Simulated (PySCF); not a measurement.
## Si⁺: ionisation energy

Si⁺ [Ne] 3s2 3p1 (2P) → Si²⁺ [Ne] 3s2 (1S), as a difference of total energies. Computed with PySCF 2.14 in aug-cc-pVTZ-DK (6s5p3d2f, 50 functions), with scalar relativity by spin-free X2C-1e. Correlated levels: valence: [Ne] frozen. The calculations carry no spin-orbit coupling.

| method | ionisation energy (eV) |
| --- | --- |
| UHF | 15.813 |
| LDA | 16.340 |
| PBE | 16.382 |
| PBE0 | 16.407 |
| r2SCAN | 16.500 |
| wB97M-V | 15.965 |
| B97-3 | 16.238 |
| wB97X | 16.274 |
| LC-wPBE | 16.547 |
| MP2 (valence) | 16.081 |
| SCS-MP2 (valence) | 16.070 |

A first-order spin-orbit estimate (lowest level to lowest level, LS coupling) adds 0.021 eV.

Errors of the correlated levels include the incompleteness of this basis and the frozen core.

**Question.** Which method comes closest to the reference value, and which is furthest?

**Answer.** The reference is 16.346 eV (measured; NIST Atomic Spectra Database, ionization energies). Closest: LDA (error 0.015 eV); furthest: UHF (error -0.512 eV), both after the spin-orbit estimate.
